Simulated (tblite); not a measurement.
Species: C5H12P2.
SMILES with atom numbers: `[CH3:1][C@@H:2]1[CH2:3][P:4]1[P:5]([CH3:6])[CH3:7]` (hydrogens: H8, H9, H10 on C1; H11 on C2; H12, H13 on C3; H14, H15, H16 on C6; H17, H18, H19 on C7)

Computed with GFN2-xTB (tblite), gas phase: L-BFGS steps from a force-field or distance-geometry start until the largest atomic force falls under 0.01 eV/Å.

Step 29: E = -594.0054 eV
```
atom  x, y, z in Å  |  force x, y, z in eV/Å
C1     -2.6671    0.5477   -1.0188    0.074  -0.019  -0.017
C2     -1.3668   -0.0761   -0.5323   -0.032   0.062  -0.021
C3     -1.4151   -0.8446    0.7577   -0.038  -0.006  -0.053
P4     -0.5261    0.7577    0.9072   -0.066   0.130  -0.094
P5      1.5649    0.0753    0.9838    0.207   0.142   0.002
C6      1.8680   -1.3019   -0.2293    0.018  -0.019  -0.011
C7      2.2774    1.4457   -0.0527   -0.026  -0.007   0.061
H8     -3.5030   -0.1350   -0.8522    0.085   0.024  -0.023
H9     -2.8809    1.4780   -0.4907    0.001  -0.117   0.001
H10    -2.6225    0.7716   -2.0828    0.070  -0.003   0.028
H11    -0.7336   -0.4777   -1.3194   -0.088   0.000   0.018
H12    -0.8067   -1.7339    0.8524   -0.085  -0.100  -0.016
H13    -2.3872   -0.9119    1.2251   -0.007  -0.051   0.122
H14     2.8941   -1.1785   -0.5635    0.094  -0.043  -0.009
H15     1.2239   -1.3138   -1.1029   -0.144   0.092  -0.046
H16     1.7902   -2.2520    0.2889   -0.056  -0.103   0.037
H17     3.3610    1.4140    0.0580   -0.026   0.045  -0.075
H18     1.9121    2.4028    0.3130    0.014   0.005   0.056
H19     2.0074    1.3420   -1.1036    0.007  -0.034   0.042
```

Step 30: E = -594.0119 eV
```
atom  x, y, z in Å  |  force x, y, z in eV/Å
C1     -2.6520    0.5393   -1.0222   -0.019   0.040  -0.047
C2     -1.3577   -0.0753   -0.5222    0.015   0.067   0.024
C3     -1.4144   -0.8418    0.7671   -0.037  -0.051  -0.014
P4     -0.5295    0.7603    0.9256   -0.017   0.118  -0.151
P5      1.5652    0.0774    0.9812    0.185   0.121   0.062
C6      1.8569   -1.2969   -0.2355    0.017  -0.078  -0.053
C7      2.2712    1.4459   -0.0566    0.016   0.044   0.023
H8     -3.4870   -0.1460   -0.8719    0.065  -0.043  -0.047
H9     -2.8906    1.4623   -0.4955    0.039  -0.047   0.060
H10    -2.5910    0.7752   -2.0815    0.056  -0.019  -0.026
H11    -0.7151   -0.4732   -1.3041   -0.098  -0.001   0.037
H12    -0.8089   -1.7316    0.8681   -0.052  -0.120  -0.020
H13    -2.3866   -0.9115    1.2339   -0.029  -0.033   0.098
H14     2.8865   -1.1917   -0.5699    0.042  -0.017   0.012
H15     1.2110   -1.2918   -1.1090   -0.103   0.080  -0.038
H16     1.7637   -2.2516    0.2739   -0.061  -0.067   0.036
H17     3.3557    1.4074    0.0515   -0.042   0.065  -0.083
H18     1.9117    2.4042    0.3146    0.027  -0.021   0.038
H19     2.0011    1.3487   -1.1096   -0.001  -0.038   0.087
```

Step 31: E = -594.0176 eV
```
atom  x, y, z in Å  |  force x, y, z in eV/Å
C1     -2.6388    0.5326   -1.0259   -0.085   0.074  -0.061
C2     -1.3503   -0.0739   -0.5123    0.036   0.043   0.056
C3     -1.4151   -0.8412    0.7754   -0.020  -0.058   0.036
P4     -0.5332    0.7639    0.9393    0.052   0.060  -0.159
P5      1.5688    0.0818    0.9789    0.103   0.042   0.092
C6      1.8471   -1.2941   -0.2422    0.004  -0.087  -0.059
C7      2.2667    1.4478   -0.0601    0.054   0.081  -0.014
H8     -3.4717   -0.1564   -0.8906    0.040  -0.098  -0.071
H9     -2.8983    1.4475   -0.4987    0.058   0.021   0.101
H10    -2.5611    0.7782   -2.0807    0.038  -0.021  -0.068
H11    -0.7006   -0.4695   -1.2890   -0.091  -0.012   0.033
H12    -0.8126   -1.7326    0.8816   -0.035  -0.102  -0.029
H13    -2.3872   -0.9122    1.2439   -0.026  -0.012   0.061
H14     2.8804   -1.2047   -0.5756   -0.024  -0.006   0.026
H15     1.1976   -1.2715   -1.1153   -0.034   0.062   0.001
H16     1.7383   -2.2519    0.2620   -0.059  -0.010   0.014
H17     3.3510    1.4034    0.0442   -0.021   0.085  -0.083
H18     1.9125    2.4060    0.3168    0.030  -0.022   0.027
H19     1.9966    1.3560   -1.1138   -0.021  -0.041   0.098
```

**Question.** Estimate the geometry and energy of step 32. (The exact step hangs on the optimiser's Hessian estimate; all steps are aligned on step 31, rigid shifts and turns removed.)

**Answer.** E = -594.0223 eV, largest force 0.163 eV/Å
```
atom  x, y, z in Å  |  force x, y, z in eV/Å
C1     -2.6300    0.5288   -1.0295   -0.095   0.071  -0.049
C2     -1.3454   -0.0723   -0.5043    0.017   0.002   0.057
C3     -1.4164   -0.8421    0.7818    0.005  -0.030   0.071
P4     -0.5351    0.7671    0.9460    0.111  -0.009  -0.119
P5      1.5743    0.0863    0.9780    0.015  -0.048   0.082
C6      1.8403   -1.2935   -0.2477   -0.020  -0.048  -0.029
C7      2.2644    1.4511   -0.0628    0.069   0.079  -0.025
H8     -3.4592   -0.1656   -0.9059    0.020  -0.120  -0.092
H9     -2.9032    1.4368   -0.4995    0.057   0.064   0.111
H10    -2.5375    0.7803   -2.0811    0.016  -0.012  -0.083
H11    -0.6925   -0.4676   -1.2772   -0.072  -0.029   0.014
H12    -0.8169   -1.7364    0.8902   -0.032  -0.061  -0.037
H13    -2.3881   -0.9128    1.2536   -0.006   0.007   0.024
H14     2.8761   -1.2158   -0.5799   -0.072  -0.004   0.029
H15     1.1865   -1.2543   -1.1191    0.032   0.037   0.038
H16     1.7181   -2.2525    0.2543   -0.054   0.040  -0.013
H17     3.3478    1.4024    0.0371    0.027   0.102  -0.078
H18     1.9136    2.4077    0.3194    0.027   0.000   0.023
H19     1.9932    1.3617   -1.1155   -0.045  -0.039   0.075
```

The energy changes by -0.0047 eV. The first-order estimate −F·Δx gives -0.0065 eV and the mean of the old and new forces, exact on a quadratic surface, -0.0048 eV. The step makes an angle of 75° with the force vector and moves no atom by more than 0.024 Å.

The cost below is that of the whole relaxation. The run took 1.2 s of wall time on Arm Neoverse V2, one thread, shared host with 96 logical CPUs at a one-minute load of 56.
